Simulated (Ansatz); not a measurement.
Program: Ansatz. Geometries: PBE0-D4/def2-TZVP. ΔE: electronic, gas phase. CBS: MP2 limit from def2 TZ/QZ plus the TZ coupled-cluster correction, frozen cores. Functionals use def2-TZVPP. B3LYP here is the variant with VWN-RPA as its local correlation; programs differ in this. HSE06 is defined as in plane-wave codes. One conformer a species, not always the lowest.

Reaction (formal exchange of groups at the Al–Si bond): `C[Si](C)(F)[AlH2]` + `CSS` → `C[S][AlH2]` + `C[Si](C)(F)S`

```
             level  ΔE (kJ/mol)  difference from CCSD(T)/CBS
       LDA (SPW92)       -214.1                         15.2
            PBE-D4       -207.2                         22.1
         revPBE-D4       -206.2                         23.1
           BLYP-D4       -210.7                         18.6
         r2SCAN-D4       -228.8                          0.5
            B97M-V       -232.9                         -3.6
           PBE0-D4       -217.3                         12.0
          B3LYP-D4       -218.9                         10.4
        r2SCANh-D4       -230.3                         -1.0
        r2SCAN0-D4       -232.4                         -3.1
          BHLYP-D4       -229.2                          0.1
      CAM-B3LYP-D4       -224.5                          4.8
           ωB97X-V       -223.1                          6.2
           ωB97M-V       -231.5                         -2.2
            B2PLYP       -226.7                          2.6
          PBE-QIDH       -231.4                         -2.1
            revPBE       -202.0                         27.3
              BLYP       -207.2                         22.1
            r2SCAN       -228.5                          0.8
              PBE0       -216.0                         13.3
             B3LYP       -216.3                         13.0
           r2SCANh       -230.0                         -0.7
           r2SCAN0       -232.0                         -2.7
             HSE06       -215.9                         13.4
           LC-ωPBE       -223.5                          5.8
RPA@PBE/def2-TZVPP       -220.6                          8.7
       HF/def2-SVP       -243.0                        -13.7
      MP2/def2-SVP       -252.6                        -23.3
  CCSD(T)/def2-SVP       -239.1                         -9.8
     HF/def2-TZVPP       -234.4                         -5.1
    MP2/def2-TZVPP       -242.6                        -13.3
SCS-MP2/def2-TZVPP       -235.1                         -5.8
   CCSD/def2-TZVPP       -231.0                         -1.7
CCSD(T)/def2-TZVPP       -230.7                         -1.4
     HF/def2-QZVPP       -233.6                         -4.3
    MP2/def2-QZVPP       -241.5                        -12.2
SCS-MP2/def2-QZVPP       -234.8                         -5.5
      HF/CBS(def2)       -233.5                         -4.2
     MP2/CBS(def2)       -241.2                        -11.9
    CCSD/CBS(def2)       -229.5                         -0.2
       CCSD(T)/CBS       -229.3                            0
```

Largest T1 diagnostic among the species: 0.011.

At CCSD(T), def2-SVP lies −9.8 kJ/mol from the extrapolated value and def2-TZVPP −1.4 kJ/mol. Leaving LDA and LC-ωPBE aside and taking each functional with its dispersion term where it has one, the values spread over 26.7 kJ/mol, from B97M-V to revPBE-D4. LDA lies −8.5 kJ/mol from PBE without D4. From r2SCAN to r2SCAN0 (25 % exact exchange), in def2-TZVPP and without D4, ΔE moves by −3.5 kJ/mol.
